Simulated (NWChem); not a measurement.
The numbers come from NWChem runs, not from measurements. System: CH₂Cl, charge 0, spin multiplicity 2, at a geometry optimised with UPBE/def2-SVP. The structure started from a generated list of species. Its SCF solution wasn't tested for a lower state. Level: UCCSD(T)/STO-3G, 6 core orbitals frozen.

Input file:

```
start mol
memory heap 100 mb stack 700 mb global 1900 mb
geometry units angstroms nocenter noautoz
  C      0.000000     0.000000    -1.118342
  Cl     0.000000     0.000000     0.587217
  H      0.967986     0.000000    -1.636316
  H     -0.967986     0.000000    -1.636316
  symmetry group C2v
end
basis spherical
  * library sto-3g
end
scf
  uhf
  nopen 1
  maxiter 100
  thresh 1e-7
  semidirect memsize 60000000 filesize 0
  # guess.movecs holds the orbitals of an unrestricted PBE0 run
  vectors input guess.movecs output mol.movecs
end
tce
  freeze core 6
  ccsd(t)
  thresh 1e-6
  maxiter 100
  tilesize 24
end
task tce energy
```

Part of the output:

```
             Northwest Computational Chemistry Package (NWChem) 7.3.0
             --------------------------------------------------------

                                NWChem Input Module
                                -------------------

 Scaling coordinates for geometry "geometry" by  1.889725989
 (inverse scale =  0.529177249)

 Turning off AUTOSYM since
 SYMMETRY directive was detected!

                             Geometry "geometry" -> ""
                             -------------------------

 Output coordinates in angstroms (scale by  1.889725989 to convert to a.u.)

  No.       Tag          Charge          X              Y              Z
 ---- ---------------- ---------- -------------- -------------- --------------
    1 C                    6.0000     0.00000000     0.00000000    -1.11834200
    2 Cl                  17.0000     0.00000000     0.00000000     0.58721700
    3 H                    1.0000     0.96798600     0.00000000    -1.63631600
    4 H                    1.0000    -0.96798600     0.00000000    -1.63631600

 Effective nuclear repulsion energy (a.u.)      45.1236850837

            Nuclear Dipole moment (a.u.)
            ----------------------------
        X                 Y               Z
 ---------------- ---------------- ----------------
     0.0000000000     0.0000000000     0.0000094486

      Symmetry information
      --------------------

 Group name             C2v
 Group number             16
 Group order               4
 No. of unique centers     3

      Symmetry unique atoms

     1    2    3


 Summary of "ao basis" -> "" (spherical)
 ------------------------------------------------------------------------------
       Tag                 Description            Shells   Functions and Types
 ---------------- ------------------------------  ------  ---------------------
 *                           sto-3g                   on all atoms

 Summary of "ao basis" -> "ao basis" (spherical)
 ------------------------------------------------------------------------------
       Tag                 Description            Shells   Functions and Types
 ---------------- ------------------------------  ------  ---------------------
 C                           sto-3g                  3        5   2s1p
 Cl                          sto-3g                  5        9   3s2p
 H                           sto-3g                  1        1   1s

                                 NWChem SCF Module
                                 -----------------

  ao basis        = "ao basis"
  functions       =    16
  atoms           =     4
  alpha electrons =    13
  beta  electrons =    12
  charge          =   0.00
  wavefunction    = UHF
  use symmetry    = T
  symmetry adapt  = T

 Summary of "ao basis" -> "ao basis" (spherical)
 ------------------------------------------------------------------------------
       Tag                 Description            Shells   Functions and Types
 ---------------- ------------------------------  ------  ---------------------
 C                           sto-3g                  3        5   2s1p
 Cl                          sto-3g                  5        9   3s2p
 H                           sto-3g                  1        1   1s

      Symmetry analysis of basis
      --------------------------

        a1          9
        a2          0
        b1          4
        b2          3

 Forming initial guess at       0.0s

   Symmetry analysis of molecular orbitals - initial alpha
   -------------------------------------------------------

  Numbering of irreducible representations:

     1 a1          2 a2          3 b1          4 b2

  Orbital symmetries:

     1 a1          2 a1          3 a1          4 a1          5 b2
     6 b1          7 a1          8 a1          9 b1         10 a1
    11 b2         12 b1         13 b2         14 a1         15 a1
    16 b1

   Symmetry analysis of molecular orbitals - initial beta
   ------------------------------------------------------

  Numbering of irreducible representations:

     1 a1          2 a2          3 b1          4 b2

  Orbital symmetries:

     1 a1          2 a1          3 a1          4 a1          5 b2
     6 b1          7 a1          8 a1          9 b1         10 a1
    11 b2         12 b1         13 b2         14 a1         15 a1
    16 b1

 Starting SCF solution at       0.0s

 ----------------------------------------------
         Quadratically convergent UHF

 Convergence threshold     :          1.000E-07
 Maximum no. of iterations :          100
 Integral*density screening:          1.000E-09
 ----------------------------------------------

              iter       energy          gnorm     gmax       time
             ----- ------------------- --------- --------- --------
                 1     -493.0731112043  1.81D-01  7.13D-02      0.0
                 2     -493.0781007358  8.15D-03  4.98D-03      0.0
                 3     -493.0781294987  5.80D-05  2.29D-05      0.1
                 4     -493.0781294993  5.38D-09  2.58D-09      0.1

       Final UHF  results
       ------------------

         Total SCF energy =   -493.078129499257
      One electron energy =   -770.906509756931
      Two electron energy =    232.704695173961
 Nuclear repulsion energy =     45.123685083713

                       Sz =      0.5000
                 Sz(Sz+1) =      0.7500
                      S^2 =      0.7685

        Time for solution =      0.0s

       Symmetry analysis of molecular orbitals - alpha
       -----------------------------------------------

  Numbering of irreducible representations:
[...]
 Vector   16  Occ=0.000000D+00  E= 7.173891D-01  Symmetry=b1
              MO Center= -1.5D-17,  6.0D-33, -1.4D+00, r^2= 1.3D+00
   Bfn.  Coefficient  Atom+Function         Bfn.  Coefficient  Atom+Function
  ----- ------------  ---------------      ----- ------------  ---------------
     3      1.140296  1 C  px                15     -0.885114  3 H  s
    16      0.885114  4 H  s

                     UHF Final Beta Molecular Orbital Analysis
                     -----------------------------------------

 Vector   10  Occ=1.000000D+00  E=-5.092189D-01  Symmetry=a1
              MO Center=  1.6D-16,  7.9D-19,  5.6D-02, r^2= 1.9D+00
   Bfn.  Coefficient  Atom+Function         Bfn.  Coefficient  Atom+Function
  ----- ------------  ---------------      ----- ------------  ---------------
    14      0.714059  2 Cl pz                 5     -0.429995  1 C  pz
    11      0.306162  2 Cl s                 10     -0.205543  2 Cl pz
    15      0.193525  3 H  s                 16      0.193525  4 H  s

 Vector   11  Occ=1.000000D+00  E=-4.228003D-01  Symmetry=b2
              MO Center=  6.7D-34, -1.5D-19,  5.1D-01, r^2= 1.0D+00
   Bfn.  Coefficient  Atom+Function         Bfn.  Coefficient  Atom+Function
  ----- ------------  ---------------      ----- ------------  ---------------
    13      0.992646  2 Cl py                 9     -0.268651  2 Cl py
     4      0.156898  1 C  py

 Vector   12  Occ=1.000000D+00  E=-3.970217D-01  Symmetry=b1
              MO Center= -7.4D-17, -1.0D-32,  3.4D-01, r^2= 1.5D+00
   Bfn.  Coefficient  Atom+Function         Bfn.  Coefficient  Atom+Function
  ----- ------------  ---------------      ----- ------------  ---------------
    12      0.985303  2 Cl px                 8     -0.263879  2 Cl px
    15     -0.209879  3 H  s                 16      0.209879  4 H  s

 Vector   13  Occ=0.000000D+00  E= 2.858214D-01  Symmetry=b2
              MO Center= -8.0D-35,  1.2D-19, -1.0D+00, r^2= 8.8D-01
   Bfn.  Coefficient  Atom+Function         Bfn.  Coefficient  Atom+Function
  ----- ------------  ---------------      ----- ------------  ---------------
     4      0.997484  1 C  py                13     -0.301629  2 Cl py

 Vector   14  Occ=0.000000D+00  E= 4.472631D-01  Symmetry=a1
              MO Center=  1.4D-16, -1.3D-18, -3.9D-01, r^2= 1.3D+00
   Bfn.  Coefficient  Atom+Function         Bfn.  Coefficient  Atom+Function
  ----- ------------  ---------------      ----- ------------  ---------------
     2      0.991533  1 C  s                 14      0.899213  2 Cl pz
     5      0.741205  1 C  pz                11     -0.498990  2 Cl s
    15     -0.273292  3 H  s                 16     -0.273292  4 H  s
    10     -0.205903  2 Cl pz                 1     -0.182387  1 C  s

 Vector   15  Occ=0.000000D+00  E= 6.541953D-01  Symmetry=a1
              MO Center= -3.3D-17,  9.2D-21, -1.5D+00, r^2= 1.2D+00
   Bfn.  Coefficient  Atom+Function         Bfn.  Coefficient  Atom+Function
  ----- ------------  ---------------      ----- ------------  ---------------
     2      0.952789  1 C  s                  5     -0.851682  1 C  pz
    15     -0.835836  3 H  s                 16     -0.835836  4 H  s
    14     -0.192566  2 Cl pz                 1     -0.153179  1 C  s

 center of mass
 --------------
 x =   0.00000000 y =   0.00000000 z =   0.14721221

 moments of inertia (a.u.)
 ------------------
         114.867043761595           0.000000000000           0.000000000000
           0.000000000000         121.611562206516           0.000000000000
           0.000000000000           0.000000000000           6.744518444921

  Mulliken analysis of the total density
  --------------------------------------

    Atom       Charge   Shell Charges
 -----------   ------   -------------------------------------------------------
    1 C    6     6.07   1.99  1.22  2.85
    2 Cl  17    17.12   2.00  2.00  5.99  1.95  5.19
    3 H    1     0.90   0.90
    4 H    1     0.90   0.90

  Mulliken analysis of the alpha density
  --------------------------------------

    Atom       Charge   Shell Charges
 -----------   ------   -------------------------------------------------------
    1 C    6     3.66   1.00  0.68  1.98
    2 Cl  17     8.54   1.00  1.00  2.99  0.97  2.57
    3 H    1     0.40   0.40
    4 H    1     0.40   0.40

   Mulliken analysis of the beta density
   -------------------------------------

    Atom       Charge   Shell Charges
 -----------   ------   -------------------------------------------------------
    1 C    6     2.41   1.00  0.54  0.88
    2 Cl  17     8.58   1.00  1.00  2.99  0.97  2.62
    3 H    1     0.50   0.50
    4 H    1     0.50   0.50

   Mulliken analysis of the spin density
   -------------------------------------

    Atom       Charge   Shell Charges
 -----------   ------   -------------------------------------------------------
    1 C    6     1.25   0.00  0.15  1.10
    2 Cl  17    -0.05   0.00  0.00 -0.00 -0.00 -0.05
    3 H    1    -0.10  -0.10
    4 H    1    -0.10  -0.10

       Multipole analysis of the density wrt the origin
       ------------------------------------------------

     L   x y z        total         alpha         beta         nuclear
     -   - - -        -----         -----         ----         -------
     0   0 0 0     -0.000000    -13.000000    -12.000000     25.000000

     1   1 0 0      0.000000      0.000000      0.000000      0.000000
     1   0 1 0     -0.000000      0.000000     -0.000000      0.000000
     1   0 0 1     -0.723481      0.656135     -1.379626      0.000009

     2   2 0 0    -12.773869     -9.703390     -9.762631      6.692152
     2   1 1 0     -0.000000     -0.000000     -0.000000      0.000000
     2   1 0 1      0.000000     -0.000000      0.000000      0.000000
     2   0 2 0    -13.621002     -7.563579     -6.057423      0.000000
     2   0 1 1     -0.000000     -0.000000      0.000000      0.000000
     2   0 0 2    -12.456147    -41.812301    -37.498447     66.854601

                   NWChem Extensible Many-Electron Theory Module
                   ---------------------------------------------


            General Information
            -------------------
      Number of processors :     1
         Wavefunction type : Unrestricted Hartree-Fock
          No. of electrons :    25
           Alpha electrons :    13
            Beta electrons :    12
           No. of orbitals :    32
            Alpha orbitals :    16
             Beta orbitals :    16
        Alpha frozen cores :     6
         Beta frozen cores :     6
     Alpha frozen virtuals :     0
      Beta frozen virtuals :     0
         Spin multiplicity : doublet
    Number of AO functions :    16
       Number of AO shells :    10
        Use of symmetry is : on
      Symmetry adaption is : on
         Schwarz screening : 0.10D-09

          Correlation Information
          -----------------------
          Calculation type : Coupled-cluster singles & doubles w/ perturbation
   Perturbative correction : (T)
            Max iterations :      100
        Residual threshold : 0.10D-05
     T(0) DIIS level shift : 0.00D+00
     L(0) DIIS level shift : 0.00D+00
     T(1) DIIS level shift : 0.00D+00
     L(1) DIIS level shift : 0.00D+00
     T(R) DIIS level shift : 0.00D+00
     T(I) DIIS level shift : 0.00D+00
   CC-T/L Amplitude update :  5-th order DIIS
                I/O scheme : Global Array Library
        L-threshold :  0.10D-05
        EOM-threshold :  0.10D-05
 no EOMCCSD initial starts read in
 TCE RESTART OPTIONS
 SLICE:      F
 D4D5:       F
 quantumc:   F
 qrotation:  F
 pwtce:      F
 qducc:      F
 nacto:                         0
 nrotv:                         0
 nrot:                          0

            Memory Information
            ------------------
          Available GA space size is     249036288 doubles
          Available MA space size is     104856396 doubles

 Maximum block size supplied by input
 Maximum block size        24 doubles

 tile_dim =      3

 -------------------------------------------------

 Global array virtual files algorithm will be used

 Parallel file system coherency ......... OK


 half-transformed integrals in memory

 2-e (intermediate) file size =           56576
 2-e (intermediate) file name = ./mol.v2i

 2-e integrals stored in memory



CCSD iterations
 ---------------------------------------------------------
 Iter          Residuum       Correlation     Cpu    Wall
 ---------------------------------------------------------
    1   0.0995169327605  -0.0456299460954     0.0     0.0
    2   0.0411840885932  -0.0578663066743     0.0     0.0
    3   0.0209882040723  -0.0619954143478     0.0     0.0
    4   0.0121260172680  -0.0637406108854     0.0     0.0
    5   0.0074979855500  -0.0645604000605     0.0     0.0
    6   0.0006911948768  -0.0655871727359     0.0     0.0
    7   0.0003518457500  -0.0655791666834     0.0     0.0
    8   0.0002186479795  -0.0655781130116     0.0     0.0
    9   0.0001430684313  -0.0655777376012     0.0     0.0
   10   0.0000954480622  -0.0655777720256     0.0     0.0
   11   0.0000099993459  -0.0655782995082     0.0     0.0
   12   0.0000040714312  -0.0655787230612     0.0     0.0
   13   0.0000023067764  -0.0655789755625     0.0     0.0
   14   0.0000014359554  -0.0655790992585     0.0     0.0
   15   0.0000009256579  -0.0655791688254     0.0     0.0
 -----------------------------------------------------------------
 Iterations converged
 CCSD correlation energy / hartree =        -0.065579168825408
 CCSD total energy / hartree       =      -493.143708668082695

 Singles contributions

 Doubles contributions
 CCSD(T)
 Using plain CCSD(T) code
             total no. of tasks          139
 total no. of tasks / no. procs          139
                         wl_min            1           1.0
                         wl_max          216           2.4
        thresh for no. of tasks          139

 CCSD[T]  correction energy / hartree =        -0.000734203961557
 CCSD[T] correlation energy / hartree =        -0.066313372786965
 CCSD[T] total energy / hartree       =      -493.144442872044237
 CCSD(T)  correction energy / hartree =        -0.000622517028797
 CCSD(T) correlation energy / hartree =        -0.066201685854205
 CCSD(T) total energy / hartree       =      -493.144331185111469

 Task  times  cpu:        0.6s     wall:        0.6s

 Total times  cpu:        0.6s     wall:        0.6s
```
